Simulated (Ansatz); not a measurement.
C4H12O2Si, singlet, at a GFN2-xTB geometry; MP2/6-31G* run with Ansatz (a quantum-chemistry and plane-wave program).

Here is a job for Ansatz.
Ansatz 0.2 input:
```yaml
crystal:
  periodic: [false, false, false]
  atoms:
    - {symbol: C, position_ang: [-2.04448569, -1.42504237, 0.50157321]}
    - {symbol: O, position_ang: [-0.72766379, -0.96783355, 0.60420261]}
    - {symbol: Si, position_ang: [-0.03861108, 0.32829990, -0.12649543]}
    - {symbol: C, position_ang: [-0.79130443, 1.98119988, 0.41820792]}
    - {symbol: C, position_ang: [-0.12304275, 0.11850811, -2.02416713]}
    - {symbol: O, position_ang: [1.47789858, 0.38302498, 0.45039361]}
    - {symbol: C, position_ang: [2.43946984, -0.63436435, 0.46225328]}
    - {symbol: H, position_ang: [-2.14167265, -2.30788577, 1.13463031]}
    - {symbol: H, position_ang: [-2.28601463, -1.69261196, -0.52988191]}
    - {symbol: H, position_ang: [-2.74855078, -0.66103992, 0.83931906]}
    - {symbol: H, position_ang: [-1.81913215, 2.06843940, 0.07965383]}
    - {symbol: H, position_ang: [-0.24124933, 2.82357068, 0.01536447]}
    - {symbol: H, position_ang: [-0.78920165, 2.07462366, 1.49947239]}
    - {symbol: H, position_ang: [0.23206785, -0.86394160, -2.32751030]}
    - {symbol: H, position_ang: [0.48841885, 0.85714329, -2.53312402]}
    - {symbol: H, position_ang: [-1.13675836, 0.22640459, -2.39953033]}
    - {symbol: H, position_ang: [3.26653155, -0.30236234, 1.09086386]}
    - {symbol: H, position_ang: [2.02211084, -1.55768690, 0.86642662]}
    - {symbol: H, position_ang: [2.80830569, -0.82419060, -0.54872151]}
basis:
  gaussian:
    orbitals: 6-31G*
magnetization: {spin_polarized: false}
correlation: {method: mp2}
```

**Question.** Predict the main parts of the log of this Ansatz run.

**Answer.** 
```
Functional definition: HF
1375 factors; integrals over basis functions are off by at most 9.7e-4 eV
mean field evaluation 1: about -16245.8868 eV, gradient 4.5e1 eV
mean field evaluation 2: about -16245.8993 eV, gradient 4.5e1 eV
mean field evaluation 4: about -16250.3795 eV, gradient 4.9e0 eV
mean field evaluation 8: about -16250.4375 eV, gradient 1.1e-4 eV
mean field -16250.43750625 eV, -597.1925634125 hartree, gradient 9.9e-7 eV, S^2 0.000000; 0 other end points of the search recorded, 0 dependent functions left out
11 core orbitals not correlated
reference -16250.43750625 eV, -597.1925634125 hartree; 22, 22 occupied and 100, 100 virtual orbitals, 1375 factors
second order -25.99907042 eV of doubles, -0.00000000 eV of singles
Total energy: -16276.43657667 eV, -598.1480116277 hartree
```
